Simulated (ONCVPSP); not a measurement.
# Transferability test, ONCV potential for In (Z = 49)

```json
{
  "Element": "indium (In)",
  "Generator": "ONCVPSP 4.0.1",
  "Type": "optimised norm-conserving Vanderbilt (ONCV)",
  "Functional": "LDA (Perdew-Wang 92)",
  "Relativity": "scalar-relativistic",
  "Frozen core": "[Ar] 3d10",
  "Valence charge": "21",
  "Reference configuration": "4s2 4p6 4d10 5s2 5p0.5 (charge +0.5)",
  "Partial waves": "4s+5s: rc 1.65 bohr, ncon 4, nbas 9, qcut 6.1 1/bohr, 2 projectors; 4p+5p: rc 1.65 bohr, ncon 5, nbas 9, qcut 10.1 1/bohr, 2 projectors; 4d: rc 1.25 bohr, ncon 5, nbas 10, qcut 11.7 1/bohr, 3 projectors, debl 1.7 Ha",
  "Local potential": "polynomial inside 0.90 bohr (lpopt 4, dvloc0 1 Ha)",
  "Core correction": "Teter function, fcfact 5, rcfact 1.5"
}
```

Energies are relative to the spin-unpolarised reference configuration 4s2 4p6 4d10 5s2 5p0.5; without spin polarisation the order of configurations can differ from experiment.

Question: Give the all-electron excitation energy and the error of the potential for: 4s2 4p6 4d10 5s2 5p1; 4s2 4p6 4d10 5s2 5p0; 4s2 4p6 4d10 5s1 5p0; 4s2 4p6 4d10 5s0 5p0.

Answer:

| valence configuration | charge | ΔE all-electron (eV) | error AE − PS (meV) |
| --- | --- | --- | --- |
| 4s2 4p6 4d10 5s2 5p1 | 0 | -2.043 | +0.4 |
| 4s2 4p6 4d10 5s2 5p0 | +1 | 3.546 | -0.8 |
| 4s2 4p6 4d10 5s1 5p0 | +2 | 23.202 | -6.4 |
| 4s2 4p6 4d10 5s0 5p0 | +3 | 51.937 | -24 |
